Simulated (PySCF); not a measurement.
A structure optimised at ωB97X-D3(BJ)/def2-SVP, used in a PySCF frequency run:

```
Si
H 1 1.4837
H 1 1.4876 2 111.09
C 1 1.8905 2 110.19 3 -120.95
F 4 1.3863 1 109.73 2 -53.02
H 4 1.1047 5 109.24 1 121.81
H 4 1.1063 6 107.45 5 -118.28
Cl 1 2.0640 2 108.62 3 119.65
```

Task: Write its SMILES and formula.

Result: FC[SiH2]Cl, CH₄ClFSi

Task: What are its rotational constants (standard atomic weights)?

Result: 7.8022, 2.4384, 2.0232 GHz
